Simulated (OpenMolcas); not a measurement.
Ru²⁺.

* Program: OpenMolcas
* Basis: ANO-RCC-VQZP [8s7p5d3f2g1h]
* Scalar Hamiltonian: DKH2, point nucleus
* Active space: 6 electrons in 5 orbitals (4d)
* State averaging: 2S+1 = 5 even, 5 roots; 2S+1 = 3 even, 45 roots; 2S+1 = 1 even, 50 roots
* Spin-orbit coupling: state interaction with AMFI integrals over the reference wave functions, term energies averaged over their components

Two sets of levels on these reference wave functions, in cm-1 above 4d6 5D4: one from CASSCF and one from MS-CASPT2, IPEA 0.25 Eh, imaginary shift 0.1 Eh (closed shells correlated: 4s 4p).

```csv
Level,Set 1,Set 2
4d6 5D4,0.0,0.0
4d6 5D3,1156,1171
4d6 5D2,1873,1862
4d6 5D1,2330,2310
4d6 5D0,2550,2530
4d6 3H6,17770,15590
4d6 3H5,18180,15850
4d6 3P2(1),18960,15340
4d6 3F4(1) [54 %],20240,17330
4d6 3F3(1),20690,17380
4d6 3F2(1),21230,17900
4d6 3P1(1),22290,18660
4d6 3G5,22540,19220
4d6 3P0(1),23130,19350
4d6 3G4,23670,20220
4d6 3G3,23980,20490
```

Task: Which set is which?

Result: Set 2 is MS-CASPT2. Its levels of the other terms of 4d6 lie at 0.81 to 0.88 of the other set's values, as expected, since terms of lower spin or lower L gain more correlation energy than the Hund ground term.

CASPT2 breaks the degeneracy within a term, and the mean is taken; among the terms shown or strongly mixed into the levels shown the widest spread is 380 cm-1 (4d6 3G, MS-CASPT2). Levels of configurations with an s electron are missing; early in the row they begin among the upper levels of the d shell and mix with terms of their name. Without dynamic correlation excited terms often stand tens of per cent too high (terms of higher spin than the ground term too low), and those without a measured partner can miss by more than the paired ones (holds for CASSCF). Levels of configurations outside the active space are missing. Levels that lie high or do not pair safely by name in every column are left out.

A share in square brackets marks a mixed level and gives the weight of the term that names it, the lowest over the columns. A number in round brackets counts repeated terms of one configuration in the order of the reference energies.
